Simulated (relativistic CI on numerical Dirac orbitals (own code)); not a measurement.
Calculated at this level of theory: Dirac-Coulomb-Breit CI, orbitals from a KLI potential per configuration, a model potential for QED, unscaled Slater integrals (own radial code, finite nucleus).

CI space (outside the closed core 1s2): 2s2.2p6, 2s2.2p5.3s, 2s2.2p5.3p, 2s2.2p5.3d, 2s.2p6.3s, 2s.2p6.3p, 2s.2p6.3d, 2s2.2p5.4s, 2s2.2p5.4p, 2s2.2p5.4d, 2s2.2p5.4f, 2s.2p6.4s, 2s.2p6.4p, 2s2.2p4.3s2, 2s.2p6.4d, 2s.2p6.4f, 2s2.2p5.5s, 2s2.2p4.3s.3p, 2s2.2p5.5p, 2s2.2p5.5d, 2s2.2p5.5f, 2s2.2p5.5g, 2s2.2p4.3p2, 2s2.2p4.3s.3d, 2s2.2p4.3p.3d, 2s.2p5.3s2, 2s2.2p4.3d2, 2s.2p5.3s.3p, 2s.2p6.5s, 2s.2p5.3p2, 2s.2p5.3s.3d, 2s.2p6.5p, 2s.2p6.5d, 2s.2p6.5f, 2s.2p6.5g, 2s.2p5.3p.3d. Levels of other configurations are missing.

At this charge energies of transitions that change n are usually good to better than 1 %, and those within a shell (Δn = 0) to a few per cent.

Outline of the computed level scheme of Sb XLII. Lowest level of each configuration: 2s2.2p6 1S_0 at 0.00 eV; 2s2.2p5.3s 3P°_2 at 3704.64 eV; 2s2.2p5.3p 3P_1 at 3790.02 eV; 2s2.2p5.3d 3P°_0 at 3956.93 eV; 2s.2p6.3s 3S_1 at 4253.24 eV; 2s.2p6.3p 3P°_0 at 4339.35 eV; 2s.2p6.3d 3D_1 at 4510.95 eV; 2s2.2p5.4s 3P°_2 at 5073.91 eV; 2s2.2p5.4p 3P_1 at 5109.37 eV.

Some strong electric-dipole decays among the lowest 45 levels: 2s2.2p5.3d 1P°_1 → 2s2.2p6 1S_0 (4.8e+14 s⁻¹); 2s2.2p5.3d 3D°_1 → 2s2.2p6 1S_0 (3.8e+14 s⁻¹); 2s.2p6.3p 1P°_1 → 2s2.2p6 1S_0 (9.0e+13 s⁻¹); 2s2.2p5.3s 3P°_1 → 2s2.2p6 1S_0 (3.6e+13 s⁻¹); 2s.2p6.3p 3P°_1 → 2s2.2p6 1S_0 (3.3e+13 s⁻¹); 2s2.2p5.3s 1P°_1 → 2s2.2p6 1S_0 (2.8e+13 s⁻¹); 2s2.2p5.4s 1P°_1 → 2s2.2p6 1S_0 (9.3e+12 s⁻¹); 2s2.2p5.4p 3P_1 → 2s2.2p5.3s 3P°_2 (9.1e+12 s⁻¹).

LS names give the leading component of a level, which can be under half, so a name can repeat, a term be missing and a line seem to break the LS rules.
